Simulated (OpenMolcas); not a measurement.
# W4+: moving or changing the point charges

W4+ among 5 point charges of -2 e arranged as a trigonal bipyramid (D3h), 2.25 Å from the ion, with the axial distance 1.935 Å.

```
Program             : OpenMolcas
Method              : CASSCF
Basis               : ANO-RCC-VDZP [7s6p4d2f1g]
Scalar Hamiltonian  : DKH2, point nucleus
Active space        : 2 electrons in 5 orbitals (5d)
State averaging     : 2S+1 = 3 even, 10 roots; 2S+1 = 1 even, 15 roots
Spin-orbit coupling : RASSI with atomic mean-field integrals over the reference wave functions
```

Runs around this geometry, states (labels of D3, the rotations of D3h). Energies in cm-1 above the lowest state or level, χT in cm3 K/mol.

| R (Å) | q (e) | Axial / equatorial distance | Ground state | First state of that spin | First gap with spin-orbit (degeneracies) | χT at 300 K | First state of another spin |
| --- | --- | --- | --- | --- | --- | --- | --- |
| 2.25 | -1 | 0.86 | 3A1 | 3A2 9.5 | 337.3 (2, 1) | 0.189 | 1A1 10192 |
| 2.13 | -2 | 0.86 | 3A2 | 3A1 478.5 | 843.4 (1, 2) | 0.037 | 1A1 7628 |
| 2.25 | -2 | 0.86 | 3A1 | 3A2 56.7 | 463.5 (1, 2) | 0.059 | 1A1 7799 |
| 2.47 | -2 | 0.86 | 3A1 | 3A2 24.7 | 52.7 (1, 2) | 0.131 | 1A1 8564 |
| 2.25 | -2 | 0.93 | 3A1 | 3A2 48.8 | 322.6 (2, 1) | 0.167 | 1A1 10013 |

The ground state changes within this set.

Without dynamic correlation the repulsion within the d shell is too large (B by tens of per cent), so at a given field states of lower spin stand too high. Spin-orbit coupling mixes the spin-free states strongly: the lowest level takes only 44 % from its leading state, 3A1 (figures for R = 2.25, q = -1, ratio = 0.86; the like holds for R = 2.13, q = -2, ratio = 0.86, R = 2.25, q = -2, ratio = 0.86, R = 2.47, q = -2, ratio = 0.86, R = 2.25, q = -2, ratio = 0.93). This is an electrostatic model: the charges have no orbitals. No measured value stands beside these numbers.
